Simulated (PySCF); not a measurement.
Species: C3H8O2Si.
SMILES with atom numbers: `[OH:1][SiH2:2][O:3][CH:4]1[CH2:5][CH2:6]1` (hydrogens: H7 on O1; H8, H9 on Si2; H10 on C4; H11, H12 on C5; H13, H14 on C6)

Structure used (PBE0-D3(BJ)/def2-SVP), in Å, numbered top down from 1:
```
atom  x, y, z in Å
O1     3.1819   -0.3800   -0.6685
Si2    1.9061    0.2056    0.2010
O3     0.4998   -0.2482   -0.5733
C4    -0.7249    0.3397   -0.2868
C5    -1.9455   -0.4842   -0.5013
C6    -1.5093   -0.1368    0.8993
H7     3.2070   -0.1540   -1.6029
H8     2.0264   -0.4048    1.5505
H9     1.9047    1.6997    0.2908
H10   -0.7807    1.4088   -0.5333
H11   -1.7735   -1.5101   -0.8361
H12   -2.8375   -0.0059   -0.9136
H13   -1.0623   -0.9381    1.4938
H14   -2.0916    0.5903    1.4716
```

Theory: PBE0-D3(BJ)/def2-SVP geometry optimisation, gas phase (PySCF 2.14.0).

Take the most abundant isotopes and a rigid rotor. The values belong to one conformer with, in the numbering `[OH:1][SiH2:2][O:3][CH:4]1[CH2:5][CH2:6]1`, H–O1–Si2–O3 54°, O1–Si2–O3–C4 -164°, Si2–O3–C4–C5 -152°.

**Question.** What are A, B and C (GHz)?

**Answer.** Ia = 52.19, Ib = 363.14, Ic = 387.05 u·Å²; 505379 MHz·u·Å²/I gives 9684, 1392 and 1306 MHz, that is A = 9.6835, B = 1.3917, C = 1.3057 GHz.

**Question.** What kind of rotor is it?

**Answer.** A near-prolate asymmetric top; Ray's κ = -0.979.

**Question.** Is it planar, by Δ = Ic − Ia − Ib?

**Answer.** Not planar: Δ = Ic − Ia − Ib = -28.28 u·Å². For a rigid frame Δ = −2 Σ m c², so Σ m c² = 14.14 u·Å² lies off the ab plane: 8.66 from hydrogen and 5.48 from heavier atoms. The atom farthest from that plane is 1.59 Å away.

**Question.** Give the other two planar moments, Paa and Pbb, and the rms extents of the mass along the axes.

**Answer.** Paa = Σ m a² = (Ib + Ic − Ia)/2 = 349.00 and Pbb = Σ m b² = (Ia + Ic − Ib)/2 = 38.05 u·Å². With the mass M = 104.03 u, the rms extents √(P/M) along a, b and c are 1.83, 0.60, 0.37 Å.

**Question.** Which lines would a microwave search look for?

**Answer.** The dipole components are |μa| = 0.85 D, |μb| = 0.23 D, |μc| = 1.35 D. The squared components, which scale the intensities, stand as 0.40 : 0.03 : 1.00 (a : b : c). Some lines, for components of 0.1 D or more:

```json
{"type": "a", "branch": "Q", "J(Ka,Kc)": "4(1,3) ← 4(1,4)", "MHz": "860", "lower level (cm⁻¹)": "1.163"}
{"type": "a", "branch": "R", "J(Ka,Kc)": "1(0,1) ← 0(0,0)", "MHz": "2697", "lower level (cm⁻¹)": "0.000"}
{"type": "b", "branch": "R", "J(Ka,Kc)": "4(0,4) ← 3(1,3)", "MHz": "2703", "lower level (cm⁻¹)": "0.809"}
{"type": "a", "branch": "R", "J(Ka,Kc)": "2(1,2) ← 1(1,1)", "MHz": "5309", "lower level (cm⁻¹)": "0.367"}
{"type": "a", "branch": "R", "J(Ka,Kc)": "3(1,3) ← 2(1,2)", "MHz": "7963", "lower level (cm⁻¹)": "0.544"}
{"type": "a", "branch": "R", "J(Ka,Kc)": "3(2,2) ← 2(2,1)", "MHz": "8092", "lower level (cm⁻¹)": "1.382"}
{"type": "a", "branch": "R", "J(Ka,Kc)": "3(2,1) ← 2(2,0)", "MHz": "8095", "lower level (cm⁻¹)": "1.382"}
{"type": "b", "branch": "Q", "J(Ka,Kc)": "3(1,2) ← 3(0,3)", "MHz": "8596", "lower level (cm⁻¹)": "0.540"}
{"type": "a", "branch": "R", "J(Ka,Kc)": "4(0,4) ← 3(0,3)", "MHz": "10783", "lower level (cm⁻¹)": "0.540"}
{"type": "a", "branch": "R", "J(Ka,Kc)": "4(3,1) ← 3(3,0)", "MHz": "10791", "lower level (cm⁻¹)": "3.042"}
{"type": "a", "branch": "R", "J(Ka,Kc)": "4(1,3) ← 3(1,2)", "MHz": "10960", "lower level (cm⁻¹)": "0.826"}
{"type": "c", "branch": "R", "J(Ka,Kc)": "2(1,1) ← 1(0,1)", "MHz": "13859", "lower level (cm⁻¹)": "0.090"}
{"type": "b", "branch": "R", "J(Ka,Kc)": "3(1,3) ← 2(0,2)", "MHz": "16169", "lower level (cm⁻¹)": "0.270"}
{"type": "b", "branch": "R", "J(Ka,Kc)": "4(1,4) ← 3(0,3)", "MHz": "18696", "lower level (cm⁻¹)": "0.540"}
{"type": "b", "branch": "Q", "J(Ka,Kc)": "4(2,2) ← 4(1,3)", "MHz": "24586", "lower level (cm⁻¹)": "1.192"}
{"type": "c", "branch": "Q", "J(Ka,Kc)": "3(2,2) ← 3(1,2)", "MHz": "24747", "lower level (cm⁻¹)": "0.826"}
{"type": "b", "branch": "Q", "J(Ka,Kc)": "2(2,1) ← 2(1,2)", "MHz": "25133", "lower level (cm⁻¹)": "0.544"}
{"type": "c", "branch": "R", "J(Ka,Kc)": "3(2,1) ← 2(1,1)", "MHz": "32971", "lower level (cm⁻¹)": "0.552"}
{"type": "c", "branch": "R", "J(Ka,Kc)": "4(2,3) ← 3(1,3)", "MHz": "36052", "lower level (cm⁻¹)": "0.809"}
{"type": "c", "branch": "R", "J(Ka,Kc)": "3(3,1) ← 2(2,1)", "MHz": "49767", "lower level (cm⁻¹)": "1.382"}
{"type": "c", "branch": "R", "J(Ka,Kc)": "4(3,1) ← 3(2,1)", "MHz": "52462", "lower level (cm⁻¹)": "1.652"}
{"type": "b", "branch": "R", "J(Ka,Kc)": "4(4,1) ← 3(3,0)", "MHz": "69134", "lower level (cm⁻¹)": "3.042"}
{"type": "c", "branch": "R", "J(Ka,Kc)": "4(4,1) ← 3(3,1)", "MHz": "69134", "lower level (cm⁻¹)": "3.042"}
{"type": "b", "branch": "R", "J(Ka,Kc)": "4(4,0) ← 3(3,1)", "MHz": "69134", "lower level (cm⁻¹)": "3.042"}
```

Whether it is a minimum is left open (no frequencies). No vibrational averaging or centrifugal distortion is included, and the geometry carries the error of its method.
